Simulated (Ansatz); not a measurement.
```yaml
crystal:
  periodic: [true, true, true]
  atoms:
    - {symbol: C, position_ang: [-1.605140, -0.042755, -0.908993]}
    - {symbol: Ta, position_ang: [0.531455, 0.159020, -0.527190]}
    - {symbol: C, position_ang: [0.854669, -0.866760, 1.402067]}
    - {symbol: O, position_ang: [1.343160, -0.652476, -1.707997]}
    - {symbol: O, position_ang: [1.078010, 1.993983, -0.351625]}
    - {symbol: H, position_ang: [-2.225445, 0.594212, -0.227244]}
    - {symbol: H, position_ang: [-1.874401, -1.083713, -0.824539]}
    - {symbol: H, position_ang: [-1.893311, 0.383383, -1.978412]}
    - {symbol: H, position_ang: [0.448060, -0.424317, 2.281291]}
    - {symbol: H, position_ang: [2.020901, -1.079732, 1.567901]}
    - {symbol: H, position_ang: [0.495538, -1.872728, 1.279780]}
    - {symbol: H, position_ang: [0.808058, 2.747933, 0.114558]}
basis:
  gaussian: {orbitals: def2-TZVP}
hamiltonian: {xc: {name: BHLYP}, dispersion: d3bjatm}
```

```sh
$ ansatz run in.yaml --threads 4 --pin off --events-out ev --progress --plain --max-ram 11315MiB
```

Output, abridged:

```
Error: YAML parse error: error: line 2 column 3: crystal: missing field `lattice` (a structure is typed as `lattice` and `atoms`, a molecule's as `atoms` in Å alone, or read from a run's directory, `checkpoint`)
 --> <input>:2:3
1 | crystal:
2 |   periodic: [true, true, true]
3 |   atoms:
4 |     - {symbol: C, position_ang: [-1.605140, -0.042755, -0.908993]}
```

Question: What is wrong with this run?

Answer: The molecule is marked periodic without a cell. The program refused the input.
